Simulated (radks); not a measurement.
Results of a calculation; reference values are marked as such.
Numerical settings for the tin ion Sn+, [Kr] 4d10 5s2 5p1. Level of theory: Dirac Kohn-Sham, PBE, spin-unpolarised, spherical densities, finite nucleus; open shells are shared between the two j in proportion to 2j + 1; Fermi nuclear charge, rms radius 4.6519 fm (a radial shooting solver on a logarithmic mesh with Libxc functionals). The defaults (mesh step 0.008 in ln r, mesh end at 40 bohr or more with all orbitals vanishing there, Anderson mixing 0.5 over 9 steps, residual threshold near 1e-9 with the energy settled to 1e-9 hartree or 1e-11 of itself, here a cap of 93 iterations) give E = -6178.5869 hartree and 5p3/2 at -10.079 eV in 14 iterations. Run on one thread of a shared host, so times are rough (Arm Neoverse N1): 0.17 s of CPU time, 0.17 s wall, 14 iterations on 2314 mesh points. Changes against that run (0 stands for a change within the tolerance of the run):

setting	iterations	converged	E (mhartree)	e(5p3/2) (meV)	CPU (s)
mesh step in ln r 0.12	2	no	diverged	-	0.01
mesh step in ln r 0.03	14	yes	+0.00388	0	0.06
mesh step in ln r 0.005	14	yes	0	0	0.26
mesh end (bohr) 20	14	yes	0	0	0.16
mesh end (bohr) 5	15	yes	+61.3	+1.89e+03	0.16
residual threshold 0.1	8	yes	0	+5.13	0.12
residual threshold 1e-16	93	no	0	0	0.55
mixing 1	13	yes	0	0	0.16
linear mixing, mixing 0.2	88	yes	0	0	0.71
linear mixing, mixing 0.05	93	no	+0.00409	-31.5	0.87
mixing history 3	16	yes	0	0	0.18
iteration cap 8	8	no	0	+1	0.1

Settings that end as converged yet miss the energy by more than 1 mhartree: mesh end (bohr) 5 (+0.0613 hartree). A mesh that ends early acts as a hard wall.
